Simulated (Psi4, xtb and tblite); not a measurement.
Internal rotation in C₉H₆OS₂, SMILES O=C(c1cccs1)c1cccs1. Scanned: dihedral O1–C2–C3–S7; all other coordinates were relaxed at GFN2-xTB. Points at φ and −φ are mirror images. Heavy atoms are numbered in the order of the SMILES O=C(c1cccs1)c1cccs1, hydrogens after them in the order of the atoms that carry them; the mirror image has the same energies with the sign of each dihedral reversed.

- GFN2-xTB (xtb and tblite)
- PBE-D3(BJ)/def2-SVP // GFN2-xTB (Psi4)

Energies relative to the lowest point of each profile, in eV:

```json
[
 {"φ / °": "-150", "GFN2-xTB": "0.002"},
 {"φ / °": "-120", "GFN2-xTB": "0.079"},
 {"φ / °": "-90", "GFN2-xTB": "0.142"},
 {"φ / °": "-60", "GFN2-xTB": "0.080"},
 {"φ / °": "-30", "GFN2-xTB": "0.011"},
 {"φ / °": "0", "GFN2-xTB": "0.008"},
 {"φ / °": "30", "GFN2-xTB": "0.011"},
 {"φ / °": "60", "GFN2-xTB": "0.080"},
 {"φ / °": "90", "GFN2-xTB": "0.142"},
 {"φ / °": "120", "GFN2-xTB": "0.079"},
 {"φ / °": "150", "GFN2-xTB": "0.002"},
 {"φ / °": "180", "GFN2-xTB": "0.000"}
]
```

Question: Estimate the PBE-D3(BJ)/def2-SVP values at these points.

Answer: -150: 0.037; -120: 0.162; -90: 0.275; -60: 0.169; -30: 0.026; 0: 0.000; 30: 0.026; 60: 0.169; 90: 0.275; 120: 0.162; 150: 0.037; 180: 0.028 (eV).
